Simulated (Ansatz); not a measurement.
Reaction (redistribution): `C[SiH2][Zn][F]` + `BOCCO` → `BOC[SiH2]C` + `O[CH2][Zn][F]`

Gas-phase electronic energies from Ansatz, PBE0-D4/def2-TZVP geometries. CBS: MP2 limit from def2 TZ/QZ plus the TZ coupled-cluster correction, frozen cores. DFT in def2-TZVPP. For Zn outer-core shells are correlated without core-valence functions, which leaves a few kJ/mol of doubt a bond. Scalar relativity is left out up to krypton. One conformer a species, not always the lowest.

```json
{"level": "PBE", "ΔE (kJ/mol)": "58.7"}
{"level": "MP2/CBS(def2)", "ΔE (kJ/mol)": "55.9"}
```

What does CCSD(T)/CBS give? (Estimate.)

Computed: +60.8 kJ/mol. The listed levels differ from it by -2.1, -4.9 kJ/mol.

Largest T1 diagnostic among the species: 0.016.

From PBE to PBE0 (25 % exact exchange), in def2-TZVPP and without D4, ΔE moves by +7.0 kJ/mol. In def2-TZVPP, CCSD(T) changes the Hartree–Fock value by −16.5 kJ/mol (the triples alone add −2.0 kJ/mol) and MP2 by −21.5 kJ/mol. The D4 term adds −3.2 kJ/mol with B3LYP and −1.8 kJ/mol with PBE0; it sums over pairs of atoms, weighted by their polarisabilities, and B3LYP, whose exchange is more repulsive, gets the larger term.

CCSD(T)/CBS has its own doubt, a few kJ/mol and more with outer-core shells, so smaller differences from it don't rank the levels.

B3LYP here is the variant with VWN-RPA as its local correlation; programs differ in this.
